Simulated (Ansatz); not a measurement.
Ansatz results at the PBE0-D4/def2-TZVP geometry: LUMO energy (ωB97M-V/def2-TZVPP) 0.77 eV; LUMO energy (PBE0/def2-TZVPP) -1.10 eV; HOMO energy (ωB97M-V/def2-TZVPP) -8.38 eV.

Q: Which molecule gave them?
A. `[NH2][Al]([F])[SiH3]`
B. `C[Si@H]1[SiH2][C@H]1F`
C. `B[SiH]1[C@@H](F)[C@@H]1F`
D. `C[CH](F)[ZnH]`

A: B. The others give `B[SiH]1[C@@H](F)[C@@H]1F`: -0.98, -2.87, -9.37; `C[CH](F)[ZnH]`: 0.73, -0.63, -9.29; `[NH2][Al]([F])[SiH3]`: 0.81, -0.88, -10.12.
